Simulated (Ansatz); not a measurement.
Geometry optimisation, RKS B3LYP/def2-SVP in Ansatz.

The input (input.yaml):

```yaml
crystal:
  periodic: [false, false, false]
  atoms:
    - { symbol: Ga, position_ang: [-0.4581, -0.2678, -0.4039] }
    - { symbol: S, position_ang: [1.9634, 0.7749, -0.6741] }
    - { symbol: O, position_ang: [-0.9082, -1.7176, -1.2531] }
    - { symbol: O, position_ang: [-1.583, 1.0393, -0.1032] }
    - { symbol: H, position_ang: [1.4644, 0.1109, 0.9159] }
    - { symbol: O, position_ang: [0.5482, -0.5208, 1.5323] }
    - { symbol: H, position_ang: [1.4454, 1.9618, -0.367] }
    - { symbol: H, position_ang: [-0.2852, -2.4346, -1.3578] }
    - { symbol: H, position_ang: [-2.4286, 1.0275, -0.5478] }
    - { symbol: H, position_ang: [0.2417, 0.0265, 2.2587] }
basis:
  gaussian: { orbitals: def2-SVP }
hamiltonian:
  xc: b3lyp
relax:
  f_tol: 0.15
  max_steps: 25
  restrain:
    - { distance: [0, 5], at: 3.18, k: 30.0 }
    - { distance: [4, 1], at: 2.66, k: 30.0 }
    - { distance: [0, 1], at: 2.27, k: 30.0 }
    - { distance: [4, 5], at: 0.97, k: 30.0 }
```

Run as:

```bash
$ ansatz run input.yaml --threads 2 --pin off --max-ram 3072MiB --backend cpu --events-out ev --progress --plain --runs-dir out
```

Q: Where does it end, and by what steps?

A: The run converged. The restraints hold the end off the free minimum. After 8 steps the energy has fallen by 0.706 eV (the restraints' own energy left out); H5 moved furthest, 0.67 Å. Parted: Ga1–O6. Joined: H5–O6.

```
step  energy less start (eV)  largest force component (eV/Å)  accepted
   0                  0.0000                           2.504       yes
   1                 -0.2691                           3.022       yes
   2                 -0.5562                           1.705       yes
   3                 -0.5373                           2.178       yes
   4                 -0.5801                           0.822       yes
   5                 -0.6114                           1.682       yes
   6                 -0.6889                           0.420       yes
   7                 -0.7044                           0.400       yes
   8                 -0.7055                           0.549       yes
```

```xyz
10
Properties=species:S:1:pos:R:3
Ga -0.388 -0.042 -0.847
S 1.756 0.656 -0.982
O -0.926 -1.668 -1.346
O -1.594 1.183 -0.384
H 1.417 -0.150 1.530
O 0.739 -0.598 2.062
H 1.398 1.925 -0.672
H -0.207 -2.267 -1.588
H -2.491 0.834 -0.299
H 0.297 0.127 2.526
```

Time of the run: 60 s on 2 threads of Intel(R) Xeon(R) Platinum 8259CL CPU @ 2.50GHz (Skylake/Cascade Lake), on a shared host, peak memory 0.32 GiB.
